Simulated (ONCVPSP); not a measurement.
What one change does to a pseudopotential (lanthanum, ONCV)

```json
{
 "Element": "La (Z = 57)",
 "Generator": "ONCVPSP 4.0.1",
 "Type": "optimised norm-conserving Vanderbilt (ONCV)",
 "Functional": "LDA (Perdew-Wang 92)",
 "Relativity": "scalar-relativistic",
 "Frozen core": "[Kr] 4d10",
 "Valence charge": "11",
 "Reference configuration": "5s2 5p6 5d1 6s1.5 6p0.5",
 "Partial waves": "5s+6s: rc 2.95 bohr, ncon 4, nbas 9, qcut 3.5 1/bohr, 2 projectors; 5p+6p: rc 2.55 bohr, ncon 3, nbas 7, qcut 5.9 1/bohr, 3 projectors, debl 1.9 Ha; 5d: rc 2.55 bohr, ncon 4, nbas 9, qcut 3.8 1/bohr, 1 projector; f scattering state at 0.02 Ha: rc 2.35 bohr, ncon 4, nbas 7, qcut 5.5 1/bohr, local",
 "Local potential": "the f channel",
 "Core correction": "Teter function, fcfact 1.75, rcfact 1"
}
```

In the f channel the program set the typed energies aside and used -0.189 Ha.

All-electron outer shells of the reference configuration (LDA (PZ), scalar-relativistic, ld1.x):

| shell | level (eV) | outermost node (bohr) | outermost maximum (bohr) |
| --- | --- | --- | --- |
| 4d | -104.40 | 0.32 | 0.68 |
| 5s | -39.63 | 0.77 | 1.41 |
| 5p | -23.03 | 0.83 | 1.58 |
| 6s | -4.15 | 1.86 | 3.74 |
| 5d | -3.66 | 0.95 | 2.21 |
| 6p | -1.69 | 2.20 | 4.93 |

Change: p: rc 2.44.

Cutoffs: the cutoffs (Ha) at which the residual kinetic energy of the hardest occupied pseudo-wave falls to 1 and 0.1 mHa per electron; they do not see the model core or the augmentation charge, which bear on the density cutoff. Errors are all-electron minus pseudo energies relative to the spin-unpolarised reference configuration.

Q: Predict the effect on cutoff, ghosts and configuration errors.

A: The potential gets neither clearly harder nor softer (9.0 Ha and 12 Ha → 9.7 Ha and 12 Ha); both files keep a bound ghost (s); the errors of the 4 common tests hardly move.

| quantity | base | changed |
| --- | --- | --- |
| cutoff, loose | 9.0 Ha | 9.7 Ha |
| cutoff, tight | 12 Ha | 12 Ha |
| loose cutoff by channel | s 2.8 Ha, p 9.0 Ha, d 5.7 Ha | s 2.8 Ha, p 9.7 Ha, d 5.7 Ha |
| bound ghosts | s | s |
| GHOST(+) flags under 300 eV | p at 189.6 eV | p at 196.4 eV |
| error for 5s2 5p6 5d1 6s2 6p0, meV [ΔE -1.21 eV] | -0.3 | -0.3 |
| error for 5s2 5p6 5d1 6s1 6p0, meV [ΔE 4.94 eV] | -1.6 | -1.6 |
| error for 5s2 5p6 5d1 6s0 6p0, meV [ΔE 16.09 eV] | -12 | -13 |
| error for 5s2 5p6 5d1 6s0 6p2, meV [ΔE 3.83 eV] | -3.8 | -3.9 |
| s: phases at 3.00 bohr within 0.05 rad from the reference energy up to (Ha; the scan ends near 5) | 2.4 | 2.4 |
| d: phases at 2.58 bohr within 0.05 rad from the reference energy up to (Ha; the scan ends near 5) | 0.7 | 0.7 |
| f: phases at 2.39 bohr within 0.05 rad from the reference energy up to (Ha; the scan ends near 5) | -0.1 | -0.1 |
| rms error of d²Exc/dni dnj with the model core, mHa | 2.53 | 2.54 |

Base: The cutoffs count occupied waves only; projector 1 of the f channel, the hardest unoccupied one, needs 35 Ha at the loose tolerance. Changed file: The cutoffs count occupied waves only; projector 1 of the f channel, the hardest unoccupied one, needs 35 Ha at the loose tolerance. A true bound ghost makes a file unfit for plane-wave use even where its test errors are small: the radial tests pick states by their node count and pass the ghost by.
